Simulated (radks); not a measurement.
Values are calculated unless marked as measured or tabulated.
Q: The fluorine ion F2+, [He] 2s2 2p3. Code: a radial shooting solver on a logarithmic mesh with Libxc functionals. Model: non-relativistic Kohn-Sham, PBE, spin-polarised, spherical densities, point nucleus. Every spin shell is full or empty, so the densities are truly spherical. Functionals are evaluated on that one density, not self-consistently. Rank these orbital-free kinetic functionals by their error against the exact value of the orbitals, and give that value: Thomas-Fermi, TF + vW, LC94, APBEK, revAPBEK, Perdew 92, Thakkar, PG1, DePristo-Kress, Ernzerhof.

A: Exact: 97.5520 hartree. From best to worst, with 100 (|E| - |E exact|)/|E exact| (equal figures are ties): LC94 +0.13, Thakkar +0.15, Perdew 92 -0.19, APBEK +0.21, DePristo-Kress -0.55, revAPBEK +0.80, Ernzerhof +1.14, Thomas-Fermi -8.76, PG1 +35.56, TF + vW +68.17.
